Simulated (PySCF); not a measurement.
Job for PySCF: R-BP86/6-31G* on CH6SSi (SMILES CS[SiH3]), a point of a torsion scan.

```python
from pyscf import gto, scf, dft, mp
from pyscf.data.elements import chemcore

mol = gto.M(
    atom='''
    C     1.51335111   -0.08898946    0.10735226
    S     0.31030878    0.72868625   -0.98869155
    Si   -1.51861018    0.11517593   -0.06147911
    H     1.36135974   -1.16352445    0.08055835
    H     2.50010216    0.15549985   -0.27053565
    H     1.40035168    0.28648781    1.11966958
    H    -1.51593219    0.61168496    1.31132766
    H    -1.55357643   -1.34418592   -0.06187272
    H    -2.54275647    0.71818350   -0.89130606
    ''',
    basis='6-31g*',
    cart=True,
    charge=0, spin=0, verbose=3, max_memory=1800)
mf = dft.RKS(mol, xc='b88,p86')
mf.conv_tol = 1e-8
mf.max_cycle = 100
mf.kernel()
if not mf.converged:
    mf = mf.newton().run(mf.mo_coeff, mf.mo_occ)
```

It printed:

```
converged SCF energy = -729.437357559351
```

The calculation finished and met its thresholds.

Cost: very roughly 11 core-seconds.
